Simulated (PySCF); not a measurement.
A structure optimised at B3LYP-D3(BJ)/def2-SVP, used in a PySCF frequency run:

```
Si
F 1 1.6358
C 1 1.8659 2 108.28
H 3 1.1005 1 110.70 2 56.95
H 3 1.1021 4 108.05 1 -121.22
H 3 1.1028 4 108.69 5 -117.10
C 1 1.8659 2 108.34 3 -122.50
H 7 1.1005 1 110.71 2 -57.13
H 7 1.1021 8 108.06 1 121.23
H 7 1.1027 8 108.69 9 117.09
Se 1 2.3038 2 103.43 3 118.77
H 11 1.4772 1 91.80 2 179.38
```
Charge 0, spin multiplicity 1.

Question: Write its SMILES and formula.

Answer: C[Si](C)(F)[SeH], C₂H₇FSeSi

Question: What are its rotational constants (standard atomic weights)?

Answer: 3.3164, 1.3864, 1.3565 GHz
